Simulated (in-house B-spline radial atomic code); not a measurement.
Results of a calculation; reference values are marked as such.
**Building a PAW s channel for Mg, r_c = 2.68 bohr**

Mg, [Ne] 3s2, non-relativistic PBE, spherical and spin-unpolarised, from a B-spline radial code for spherical atoms (atomic units; all potentials screened as in the neutral atom).

Two all-electron partial waves φ1, φ2 are integrated outwards at E1 = ε(3s) = -0.172681 and E2 = E1 + 1 hartree; φ1 is the bound orbital and φ2 has unit norm inside r_c = 2.6846 bohr. Smooth partners are polynomials, r^1(a0 + a1 r² + a2 r⁴ + a3 r⁶), matched to φ and three derivatives at r_c, with no condition on the norm. The local potential is -1.05056 + (0.153081) r² + (-0.00823227) r⁴ + (3.19132e-06) r⁶ inside 2.2446 bohr and the all-electron one outside.

| wave | φ(r_c) | φ'(r_c) | a0 | a1 | a2 | a3 |
| --- | --- | --- | --- | --- | --- | --- |
| 1 | 0.5956754 | -0.0316624 | 0.3236545 | -0.004895614 | -0.002078591 | 0.0001108082 |
| 2 | 0.2656577 | 1.628095 | -1.576511 | 0.3760808 | -0.0223153 | 0.0003315418 |

Inside r_c the overlaps are <φi φj> = [[0.40477, -0.48911], [-0.48911, 1.00000]] and, for the smooth waves, [[0.47583, -0.78178], [-0.78178, 2.15549]]. With χj = (Ej − T − V_local) applied to smooth wave j, the program's quadrature gives the matrix B_ij = <smooth i, χj> as [[0.11506, -0.61966], [-0.32699, 1.85212]].

**Question.** Check the match of the first wave, and find the augmentation charges q_ij.

**Answer.** At r_c the four terms are 0.86888, -0.09472, -0.28985, 0.11136, which sum to 0.5957, φ1(r_c) to rounding. q_ij is the all-electron overlap less the smooth one: [[-0.07106, 0.29267], [0.29267, -1.15549]]. The smooth first wave has a norm of 0.4758 inside r_c against 0.4048, so q11 is negative and must stay small enough for the overlap operator to be positive.

**Question.** B isn't symmetric. Show that D_ij = B_ij + Ej q_ij is.

**Answer.** Integrating by parts gives B12 − B21 = (E1 − E2) q12: -0.61966 − (-0.32699) = -0.29267, and −1 × (0.29267) = -0.29267. So D12 = -0.61966 + (0.827319)(0.29267) = -0.37753 and D21 = -0.32699 + (-0.172681)(0.29267) = -0.37753; D11 = 0.12733, D22 = 0.89616. The projectors, p = (B⁻¹)ᵀ χ, are dual to the smooth waves; det B = 0.01.

Solving (T + V_local + Σ p D p) ψ = E (1 + Σ p q p) ψ in a sphere of 9 bohr, whose wall lifts the free-atom level a little, gives these levels:

```tsv
all-electron	one projector	two projectors
-0.171897	-0.171897	-0.171897
0.094085	0.092373	0.094066
0.434289	0.416369	0.434241
0.923901	0.830596	0.923888
1.555960	1.296930	1.553400
```

**Question.** What does the second projector gain?

**Answer.** With one projector the errors are 0.00, -1.71, -17.92, -93.30 millihartree, and the level at 1.2969 is out of step with the all-electron series: an extra state, or one far too low, so the pairing ends there. With two the errors are 0.00, -0.02, -0.05, -0.01, -2.56 millihartree. The scattering is exact at E1 and at E2 = 0.827, and over all levels compared the largest error is 2.6 millihartree. The lowest eigenvalue of the overlap operator is 0.7306 with one and 0.2012 with two projectors. The smooth orbital alone needs a cutoff of 1.62 hartree for 1 millihartree of kinetic energy, against 3.28 for a norm-conserving Troullier-Martins orbital of the same radius; part of the gain comes from giving up the norm, part from the simpler form.
